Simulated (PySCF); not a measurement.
**How methods differ on the excitation energy of B⁺**

B⁺ [He] 2s2 (1S) → B⁺ [He] 2s1 2p1 (3P), as a difference of total energies. Computed with PySCF 2.14 in aug-cc-pCVTZ-DK with one added diffuse shell each of s, p, d, f type (8s7p5d3f, 75 functions), with the spin-free X2C one-electron Hamiltonian (Gaussian nucleus). Correlated levels: valence and next inner shell: nothing frozen. The calculations carry no spin-orbit coupling.

| method | excitation energy (eV) | error (eV) |
| --- | --- | --- |
| UHF | 3.153 | -1.478 |
| MP2 (valence and next inner shell) | 4.083 | -0.548 |
| SCS-MP2 (valence and next inner shell) | 4.346 | -0.285 |
| CCSD (valence and next inner shell) | 4.637 | +0.006 |
| CCSD(T) (valence and next inner shell) | 4.650 | +0.019 |

Reference: 4.631 eV (measured; NIST levels, between the centres of gravity of the two terms).

Errors of the correlated levels include the incompleteness of this basis.
